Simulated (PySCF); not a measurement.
A GIAO shielding run with PySCF 2.14.0 with density-fitted response routines (density fitting, non-relativistic, gas phase) on `N[Si@@H]([SiH3])[SiH2]CCC=O`, C3H13NOSi3:

```
$ OMP_NUM_THREADS=1 python probes_run.py task.json out

{"job": {"kind": "nmr", "xc": "PBE0", "basis": "pcSseg-1"}, "charge": 0, "multiplicity": 1}
N      0.775877    -1.102456     1.813974
Si     1.436589     0.289736     1.010970
Si     2.671207    -0.622895    -0.727760
Si    -0.274024     1.728698     0.399237
C     -1.393587     0.948503    -0.947402
C     -1.763238    -0.501404    -0.670121
C     -2.202710    -0.699873     0.738424
O     -1.922970     0.037764     1.644678
H      0.092781    -0.942356     2.537756
H      1.408764    -1.825813     2.118233
H      2.355075     1.038119     1.910792
H      3.276743     0.423798    -1.554865
H      3.772940    -1.512362    -0.337882
H      1.861065    -1.430439    -1.653947
H      0.387829     2.824986    -0.353074
H     -1.070218     2.454281     1.391043
H     -2.308554     1.533658    -1.040541
H     -0.890916     1.001950    -1.912369
H     -0.882568    -1.143225    -0.792725
H     -2.532003    -0.875619    -1.351787
H     -2.807000    -1.608105     0.922004
```

Hardware: 1 thread of an Arm Neoverse N1, shared host. The job also computes population analyses, field gradients.

Question: How large is the calculation?

Answer: 88 electrons, 222 basis functions and 1219 auxiliary functions.

Question: How long does it take, and how much memory does it need?

Answer: 87 s of wall time, with 14 SCF cycles and 5 response iterations; peak memory 1.1 GiB. Times on a shared host scatter by some tens of per cent.
